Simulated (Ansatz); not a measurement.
Reaction (formal exchange of groups at a C–Br bond): `C=CBr` + SiH₄ → `C=C[SiH3]` + HBr

Program: Ansatz. Geometries: PBE0-D4/def2-TZVP. ΔE: electronic, gas phase. CCSD(T)/CBS adds triple-zeta CCSD(T) − MP2 to the extrapolated MP2 energy (def2 sets, frozen cores). This one scheme is used for every species. Functionals use def2-TZVPP. For Br outer-core shells are correlated without core-valence functions, which leaves a few kJ/mol of doubt a bond. Scalar relativity is left out up to krypton.

```json
{"level": "PBE0-D4", "ΔE (kJ/mol)": "-46.2"}
{"level": "r2SCAN", "ΔE (kJ/mol)": "-44.5"}
{"level": "MP2/def2-SVP", "ΔE (kJ/mol)": "-50.3"}
{"level": "HF/def2-QZVPP", "ΔE (kJ/mol)": "-50.8"}
```

(1) What does CCSD(T)/CBS give? (Best estimate.)

Largest T1 diagnostic among the species: 0.011.

Answers

(1) Ansatz gave: -49.3 kJ/mol. The listed levels differ from it by 3.1, 4.8, -1.0, -1.5 kJ/mol.

From r2SCAN to r2SCAN0 (25 % exact exchange), in def2-TZVPP and without D4, ΔE moves by −3.1 kJ/mol. In def2-TZVPP, CCSD(T) changes the Hartree–Fock value by +3.5 kJ/mol (the triples alone add +1.4 kJ/mol) and MP2 by +5.0 kJ/mol. Leaving LDA and LC-ωPBE aside and taking each functional with its dispersion term where it has one, the values, not all of them listed here, spread over 8.3 kJ/mol, from BHLYP-D4 to BLYP-D4.
